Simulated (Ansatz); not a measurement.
C₂H₅FSi, SMILES `CC[Si]F`. Total charge 0; spin multiplicity 1. All single points use the PBE0-D4/def2-TZVP geometry. It is one conformer, not always the lowest.

```xyz
9

C     0.361    0.878   -0.057
C     0.212   -0.606   -0.364
Si   -1.306   -1.542    0.268
F    -1.790   -0.536    1.443
H     0.281    1.070    1.014
H     1.323    1.270   -0.398
H    -0.422    1.463   -0.546
H     1.045   -1.183    0.080
H     0.297   -0.814   -1.440
```

(1) What is the dipole moment at B3LYP/def2-TZVPP? (Estimate.)

(2) And with PBE, r2SCAN, ωB97M-V? (An estimate is asked.)

(3) Give the Mulliken charges with B3LYP, ωB97M-V, r2SCAN in def2-TZVPP. (Best estimate.)

Answers

(1) Computed: 1.59 D, with components (1.22, 0.13, -1.01) D in this frame, pointing from negative to positive charge.

(2) Ansatz gave: PBE 1.60 D, r2SCAN 1.66 D, ωB97M-V 1.54 D.

(3) Ansatz gave: 
```tsv
atom	B3LYP	ωB97M-V	r2SCAN
C1	-0.25	-0.31	-0.13
C2	-0.21	-0.28	-0.17
Si3	0.37	0.37	0.37
F4	-0.31	-0.30	-0.31
H5	0.09	0.11	0.05
H6	0.09	0.11	0.05
H7	0.08	0.10	0.04
H8	0.07	0.09	0.04
H9	0.07	0.10	0.04
```

B3LYP here is the variant with VWN-RPA as its local correlation; programs differ in this.
